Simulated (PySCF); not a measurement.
Simulation results for C2H6BO, AlB2H5N, AlBH2N, Al2BH4O and others

All values are calculated (PySCF 2.14.0). Calculation on a computer-drawn molecule: the log of a Hartree-Fock and frozen-core CCSD(T) single point meant for a local Hartree-Fock minimum, with one planted fault or none, to be diagnosed. Offsets are logged minus clean, where the clean run is the same molecule without the fault. The reference is restricted for singlets and unrestricted otherwise, and also for a bond in bohr or an excited solution. Adding or removing an electron swaps singlet and doublet. The excited solution moves the top pair (singlet) or top alpha electron (doublet) to the lowest empty orbital. Highest occupied and lowest empty are orbital energies over both spins, largest force is the largest gradient component, triples share is (T) over the correlation energy, the T1 limit is 0.02 restricted and 0.045 unrestricted, electrons count all cores, a negative frequency is imaginary (commonest isotopes), and the dipole is about the centre of nuclear charge.

Common to all runs: meant charge 1; meant multiplicity 1; logged SCF converged yes; possible faults no fault, one electron removed, one electron added, multiplicity raised by two, geometry at a saddle point, SCF held on an excited solution, minimal basis STO-3G, one bond length entered in bohr, all coordinates scaled.

(1) 
```xyz
10
formula=C2H6BO meant_basis=cc-pVDZ logged_electrons=29 logged_basis_functions=86 logged_spin_squared=0.7661 logged_highest_occupied=-26.424 logged_lowest_empty=-16.383 logged_largest_force=0.16596 logged_T1_diagnostic=0.044151 logged_D1_diagnostic=0.26969 logged_triples_share=0.030582 logged_CC_converged=yes logged_dipole_magnitude=2.458 logged_SCF_stable_within_its_kind=yes logged_energy_HF=-177.90039 logged_energy_CCSD(T)=-178.46282 planted_fault=one_electron_removed HF_energy_offset_from_clean_run=408.7 CCSD(T)_energy_offset_from_clean_run=422.6
B      0.8574     1.1997    -2.5294
O      0.3992     0.6071    -1.5874
C     -0.2081    -0.1530    -0.3908
C      0.8717    -0.3846     0.6232
H      1.3035     1.7753    -3.4439
H     -0.5964    -1.0455    -0.8648
H     -1.0002     0.5156    -0.0782
H      1.6743    -0.9995     0.2196
H      1.2710     0.5539     1.0040
H      0.4097    -0.9235     1.4530
```

Units: logged_highest_occupied, logged_lowest_empty in eV; logged_largest_force in hartree/bohr; logged_dipole_magnitude in debye; logged_energy_HF, logged_energy_CCSD(T) in hartree; HF_energy_offset_from_clean_run, CCSD(T)_energy_offset_from_clean_run in kcal/mol.

Drawn bonds:
```csv
atom,other atom,order
1,2,1
2,3,1
3,4,1
1,5,1
3,6,1
3,7,1
4,8,1
4,9,1
4,10,1
```

(2) 
```xyz
9
formula=AlB2H5N meant_basis=cc-pV(D+d)Z logged_electrons=34 logged_basis_functions=90 logged_spin_squared=0 logged_highest_occupied=-9.2802 logged_lowest_empty=-12.802 logged_largest_force=0.059369 logged_CC_converged=no logged_dipole_magnitude=2.3494 logged_SCF_stable_within_its_kind=no logged_energy_HF=-347.82625 planted_fault=SCF_held_on_an_excited_solution HF_energy_offset_from_clean_run=395
B     -2.2620     0.6940     0.6130
N     -1.7188     1.8341     0.2816
B     -1.1323     1.8136    -1.0987
Al    -1.6461     3.4167     1.4060
H     -2.7497    -0.3278     0.9118
H     -0.6135     2.8040    -1.4948
H     -1.2133     0.8074    -1.7335
H     -2.3355     3.1236     2.7694
H     -0.9305     4.6007     0.7095
```

Units: logged_highest_occupied, logged_lowest_empty in eV; logged_largest_force in hartree/bohr; logged_dipole_magnitude in debye; logged_energy_HF in hartree; HF_energy_offset_from_clean_run in kcal/mol.

Drawn bonds:
```csv
atom,other atom,order
1,2,1
2,3,1
2,4,1
1,5,1
3,6,1
3,7,1
4,8,1
4,9,1
```

Notes: CCSD not converged.

(3) 
```xyz
9
formula=AlB2H5N meant_basis=cc-pV(D+d)Z logged_electrons=34 logged_basis_functions=90 logged_spin_squared=2.0053 logged_highest_occupied=-10.541 logged_lowest_empty=-8.0576 logged_largest_force=0.069994 logged_T1_diagnostic=0.067688 logged_D1_diagnostic=0.38668 logged_triples_share=0.036741 logged_CC_converged=yes logged_dipole_magnitude=5.1182 logged_SCF_stable_within_its_kind=yes logged_energy_HF=-348.24022 logged_energy_CCSD(T)=-348.66495 planted_fault=multiplicity_raised_by_two HF_energy_offset_from_clean_run=135.2 CCSD(T)_energy_offset_from_clean_run=133.2
B     -2.2620     0.6940     0.6130
N     -1.7188     1.8341     0.2816
B     -1.1323     1.8136    -1.0987
Al    -1.6461     3.4167     1.4060
H     -2.7497    -0.3278     0.9118
H     -0.6135     2.8040    -1.4948
H     -1.2133     0.8074    -1.7335
H     -2.3355     3.1236     2.7694
H     -0.9305     4.6007     0.7095
```

Units: logged_highest_occupied, logged_lowest_empty in eV; logged_largest_force in hartree/bohr; logged_dipole_magnitude in debye; logged_energy_HF, logged_energy_CCSD(T) in hartree; HF_energy_offset_from_clean_run, CCSD(T)_energy_offset_from_clean_run in kcal/mol.

Drawn bonds:
```csv
atom,other atom,order
1,2,1
2,3,1
2,4,1
1,5,1
3,6,1
3,7,1
4,8,1
4,9,1
```

Notes: T1 above single-reference limit.

(4) 
```xyz
5
formula=AlBH2N meant_basis=cc-pV(D+d)Z logged_electrons=26 logged_basis_functions=61 logged_spin_squared=0 logged_highest_occupied=-17.803 logged_lowest_empty=-3.8826 logged_largest_force=0.021843 logged_T1_diagnostic=0.015498 logged_D1_diagnostic=0.03291 logged_triples_share=0.032649 logged_CC_converged=yes logged_dipole_magnitude=1.5222 logged_SCF_stable_within_its_kind=yes logged_energy_HF=-322.00596 logged_energy_CCSD(T)=-322.30505 planted_fault=all_coordinates_scaled,by_-2.1_% HF_energy_offset_from_clean_run=1.753 CCSD(T)_energy_offset_from_clean_run=3.771
B      0.3904    -1.7933    -1.5842
N      1.0451    -1.1916    -2.4521
Al     1.9119    -0.3951    -3.6011
H     -0.2130    -2.3475    -0.7846
H      2.7044     0.3330    -4.6514
```

Units: logged_highest_occupied, logged_lowest_empty in eV; logged_largest_force in hartree/bohr; logged_dipole_magnitude in debye; logged_energy_HF, logged_energy_CCSD(T) in hartree; HF_energy_offset_from_clean_run, CCSD(T)_energy_offset_from_clean_run in kcal/mol.

Drawn bonds:
```csv
atom,other atom,order
1,2,1
2,3,2
1,4,1
3,5,1
```

(5) 
```xyz
8
formula=Al2BH4O meant_basis=cc-pV(D+d)Z logged_electrons=43 logged_basis_functions=94 logged_spin_squared=0.7674 logged_highest_occupied=-4.9676 logged_lowest_empty=1.542 logged_largest_force=0.037977 logged_T1_diagnostic=0.021947 logged_D1_diagnostic=0.076985 logged_triples_share=0.029586 logged_CC_converged=yes logged_dipole_magnitude=8.9977 logged_SCF_stable_within_its_kind=yes logged_energy_HF=-585.71468 logged_energy_CCSD(T)=-586.15453 planted_fault=one_electron_added HF_energy_offset_from_clean_run=-103.9 CCSD(T)_energy_offset_from_clean_run=-118.1
B      1.0677    -2.0005    -2.1822
O      0.3069    -1.2565    -1.6068
Al    -0.9685    -0.1750    -0.6492
Al    -0.4802     2.4183    -0.8516
H      1.8043    -2.7177    -2.7391
H     -1.9095    -1.2674    -0.0447
H      0.7886     2.8034    -1.6921
H     -1.4691     3.3963    -0.1340
```

Units: logged_highest_occupied, logged_lowest_empty in eV; logged_largest_force in hartree/bohr; logged_dipole_magnitude in debye; logged_energy_HF, logged_energy_CCSD(T) in hartree; HF_energy_offset_from_clean_run, CCSD(T)_energy_offset_from_clean_run in kcal/mol.

Drawn bonds:
```csv
atom,other atom,order
1,2,1
2,3,1
3,4,1
1,5,1
3,6,1
4,7,1
4,8,1
```

(6) 
```xyz
6
formula=AlBClH2O meant_basis=cc-pV(D+d)Z logged_electrons=44 logged_basis_functions=84 logged_spin_squared=0 logged_highest_occupied=-17.021 logged_lowest_empty=-3.3977 logged_largest_force=0.034805 logged_T1_diagnostic=0.017019 logged_D1_diagnostic=0.045427 logged_triples_share=0.026299 logged_CC_converged=yes logged_dipole_magnitude=8.4791 logged_SCF_stable_within_its_kind=yes logged_energy_HF=-802.04421 logged_energy_CCSD(T)=-802.52727 planted_fault=all_coordinates_scaled,by_+2.5_% HF_energy_offset_from_clean_run=2.433 CCSD(T)_energy_offset_from_clean_run=0.2221
B     -0.8024     1.1071     1.5566
O     -0.8151    -0.0968     1.2358
Al    -0.7143    -1.9343     0.7841
Cl     1.2259    -2.6426     1.1596
H     -0.7945     2.2658     1.8641
H     -2.0907    -2.4803     0.2434
```

Units: logged_highest_occupied, logged_lowest_empty in eV; logged_largest_force in hartree/bohr; logged_dipole_magnitude in debye; logged_energy_HF, logged_energy_CCSD(T) in hartree; HF_energy_offset_from_clean_run, CCSD(T)_energy_offset_from_clean_run in kcal/mol.

Drawn bonds:
```csv
atom,other atom,order
1,2,1
2,3,1
3,4,1
1,5,1
3,6,1
```

(7) 
```xyz
6
formula=AlBClH2O meant_basis=cc-pV(D+d)Z logged_electrons=44 logged_basis_functions=84 logged_spin_squared=2.0035 logged_highest_occupied=-10.775 logged_lowest_empty=-8.4821 logged_largest_force=0.059053 logged_T1_diagnostic=0.065415 logged_D1_diagnostic=0.39411 logged_triples_share=0.034852 logged_CC_converged=yes logged_dipole_magnitude=8.6739 logged_SCF_stable_within_its_kind=yes logged_energy_HF=-801.80615 logged_energy_CCSD(T)=-802.27938 planted_fault=multiplicity_raised_by_two HF_energy_offset_from_clean_run=151.8 CCSD(T)_energy_offset_from_clean_run=155.8
B     -0.7828     1.0801     1.5186
O     -0.7952    -0.0944     1.2057
Al    -0.6969    -1.8871     0.7649
Cl     1.1960    -2.5782     1.1313
H     -0.7751     2.2105     1.8186
H     -2.0397    -2.4198     0.2375
```

Units: logged_highest_occupied, logged_lowest_empty in eV; logged_largest_force in hartree/bohr; logged_dipole_magnitude in debye; logged_energy_HF, logged_energy_CCSD(T) in hartree; HF_energy_offset_from_clean_run, CCSD(T)_energy_offset_from_clean_run in kcal/mol.

Drawn bonds:
```csv
atom,other atom,order
1,2,1
2,3,1
3,4,1
1,5,1
3,6,1
```

Notes: T1 above single-reference limit.

(8) 
```xyz
7
formula=Al2BH4 meant_basis=cc-pV(D+d)Z logged_electrons=34 logged_basis_functions=80 logged_spin_squared=0 logged_highest_occupied=-13.699 logged_lowest_empty=-4.7673 logged_largest_force=0.028388 logged_T1_diagnostic=0.014133 logged_D1_diagnostic=0.034228 logged_triples_share=0.024078 logged_CC_converged=yes logged_dipole_magnitude=1.1973 logged_SCF_stable_within_its_kind=yes logged_energy_HF=-510.53693 logged_energy_CCSD(T)=-510.77315
B     -0.3169    -3.3190    -2.3129
Al    -0.8882    -1.4047    -1.1366
Al    -1.5984     0.9737     0.3249
H      0.7306    -3.3235    -3.0347
H     -1.0545    -4.3520    -2.2288
H     -2.5697     2.0195    -0.5294
H     -0.9573     1.0335     1.8586
```

Units: logged_highest_occupied, logged_lowest_empty in eV; logged_largest_force in hartree/bohr; logged_dipole_magnitude in debye; logged_energy_HF, logged_energy_CCSD(T) in hartree.

Drawn bonds:
```csv
atom,other atom,order
1,2,1
2,3,1
1,4,1
1,5,1
3,6,1
3,7,1
```

Q: Al2BH4 (entry 8): planted fault?
A: all coordinates scaled, by +6.6 %

Further results for Al2BH4 (entry 8):

- HF energy offset from clean run: 10.45 kcal/mol
- CCSD(T) energy offset from clean run: 8.199 kcal/mol
